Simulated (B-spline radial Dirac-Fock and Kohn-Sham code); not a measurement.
# Kohn-Sham estimates against Dirac-Fock for the levels of Pt⁺

System: Pt⁺ in the configuration [Xe] 4f14 5d9.

The density-functional columns are spherical, spin-unpolarised Dirac-Kohn-Sham results without Breit or QED terms: −ε is minus the orbital energy of the initial state and ΔSCF the difference of two total energies. The reference in the last column comes from Dirac-Fock energy differences between relaxed states, corrected for Breit and QED terms. All numbers are from a B-spline atomic structure program, in eV; a selection of levels is shown. The Kohn-Sham columns are given as differences from the reference. For the 1s level of heavy atoms much of the gap between ΔSCF and the reference is the Breit and QED part, -416.8 eV here; for other levels the error of the functional can be larger.

```
level  PBE −ε − DF  PBE ΔSCF − DF  LDA −ε − DF  LDA ΔSCF − DF  Dirac-Fock
    K       -126.6         +471.4       -189.8         +406.2     78407.1
   L1       -155.4          -46.8       -164.7          -55.7     13904.1
   L2       -108.5          +32.7       -112.8          +28.5     13290.0
   L3       -128.0           -9.3       -130.4          -11.5     11580.6
   M1        -85.6          -54.7        -88.1          -57.0      3321.0
   M2        -68.3          -34.8        -69.2          -35.6      3048.2
   M3        -68.3          -38.4        -68.7          -38.7      2668.2
   M4        -46.8          -10.3        -46.5          -10.0      2219.8
   N1        -46.6          -32.8        -47.7          -33.9       748.2
   N2        -39.1          -25.4        -39.6          -25.8       632.1
   N3        -38.7          -25.8        -39.3          -26.3       541.2
   N4        -26.9          -14.2        -26.9          -14.1       351.3
   N6         -9.5           +2.3         -9.0           +2.9       89.53
   N7         -9.7           +2.1         -9.2           +2.6       86.21
   O1        -13.7           -6.2        -13.3           -5.7       123.5
   O2         -9.9           -2.7         -9.4           -2.2       85.05
   O3        -10.0           -3.2         -9.8           -2.9       70.29
 O4,5         -3.6           +2.0         -3.3           +2.3       17.94
```

Values without a named source are computed, but for edge energies of neutral atoms, which are taken from tables.
